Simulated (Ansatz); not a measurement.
AlB2FH2OS, SMILES `[F][Al]1[BH]O[B]1S`, charge 0, multiplicity 1.

Problem. Give a relaxed structure at PBE0-D4/def2-TZVP (Ansatz 0.2.0). (Best estimate.)

Solution. Ansatz gave: 
```xyz
8

F     1.072   -3.127    0.104
Al    0.428   -1.623   -0.108
B    -0.868   -0.364   -1.243
O    -0.526    0.677   -0.394
B     0.384    0.365    0.632
S     0.928    1.582    1.807
H    -1.640   -0.136   -2.127
H     0.221    2.626    1.330
```
Point group Cs.
